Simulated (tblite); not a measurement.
Compound: C5H6FNSi.
SMILES with atom numbers: `[CH2:1]=[C:2](/[CH:3]=[CH:4]\[C:5]#[N:6])[SiH2:7][F:8]` (hydrogens: H9, H10 on C1; H11 on C3; H12 on C4; H13, H14 on Si7)

The geometry is computed with GFN2-xTB (gas phase).

(1) What internal coordinates does the optimisation give?

## Answers

(1) 
| bond | length (Å) |
| --- | --- |
| C1=C2 | 1.341 |
| C2–C3 | 1.447 |
| C3=C4 | 1.343 |
| C4–C5 | 1.401 |
| C5≡N6 | 1.149 |
| C2–Si7 | 1.897 |
| Si7–F8 | 1.615 |
| C1–H9 | 1.081 |
| C1–H10 | 1.076 |
| C3–H11 | 1.085 |
| C4–H12 | 1.084 |
| Si7–H13, Si7–H14 | 1.452 |

Bonds in one row agree within 0.01 Å and their mean is given. A selection of angles:
| angle | degrees |
| --- | --- |
| C1–C2–C3 | 117.6 |
| C1–C2–Si7 | 119.5 |
| C3–C2–Si7 | 122.9 |
| C2–C3–C4 | 128.2 |
| C3–C4–C5 | 126.5 |
| C4–C5–N6 | 176.1 |
| C2–Si7–F8 | 104.1 |

Dihedral angles: C1–C2–C3–C4 180° (antiperiplanar); C2–C3–C4–C5 0° (synperiplanar); C1–C2–Si7–F8 0° (synperiplanar).

The 8 heavy atoms lie in one plane (0.006 Å rms). Of the pairs four or more bonds apart, C5···Si7 is among the closest relative to their van der Waals radii: 3.05 Å, 80 % of the sum of Bondi's values. Si7 (fluorine-bound silicon) is distorted tetrahedral (angles from 104.1° to 118.1°). The C–C distances run from 1.341 Å (C1=C2, drawn double) to 1.447 Å (C2–C3, drawn single), a spread of 0.106 Å.

Point group: Cs (every atom within 0.08 Å of its image). Its GFN2-xTB frequencies are all real (lowest 28 cm⁻¹). One conformer, not necessarily the lowest. 3 starts were optimised and ended at 0.00, 1.26 and 1.83 kcal/mol (GFN2-xTB); the lowest of these is shown.

On an Arm Neoverse N1 with one thread, shared host, this took 0.36 s wall. That covers the optimisation of the geometry.
